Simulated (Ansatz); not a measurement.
Consider the cleavage of the Si–Si bond: `O[SiH](O)[SiH2]Cl` + `O[SiH](O)S` → `O[SiH](O)S[SiH2]Cl` + `O[SiH2]O`.

Program: Ansatz. Geometries: PBE0-D4/def2-TZVP. ΔE: electronic, gas phase. CCSD(T)/CBS is the MP2 limit (def2-TZVPP, def2-QZVPP) plus CCSD(T) − MP2 in def2-TZVPP, frozen cores. Functionals use def2-TZVPP. B3LYP here is the variant with VWN-RPA as its local correlation; programs differ in this. Each species was taken in one conformer, which may not be the lowest.

```csv
level,ΔE (kcal/mol),difference from CCSD(T)/CBS
r2SCAN-D4,-18.9,0.8
PBE0-D4,-17.8,1.9
B2PLYP,-19.2,0.5
r2SCAN,-18.8,0.9
B3LYP,-17.4,2.3
CCSD/def2-TZVPP,-19.0,0.7
CCSD(T)/def2-TZVPP,-19.2,0.5
SCS-MP2/def2-QZVPP,-21.5,-1.8
MP2/CBS(def2),-22.5,-2.8
CCSD/CBS(def2),-19.5,0.2
CCSD(T)/CBS,-19.7,0
```

Largest T1 diagnostic among the species: 0.012.

The D4 term adds −0.8 kcal/mol with B3LYP and −0.4 kcal/mol with PBE0; it sums over pairs of atoms, weighted by their polarisabilities, and B3LYP, whose exchange is more repulsive, gets the larger term. From PBE to PBE0 (25 % exact exchange), in def2-TZVPP and without D4, ΔE moves by −1.3 kcal/mol.

CCSD(T)/CBS has its own doubt, a few kJ/mol and more with outer-core shells, so smaller differences from it don't rank the levels.
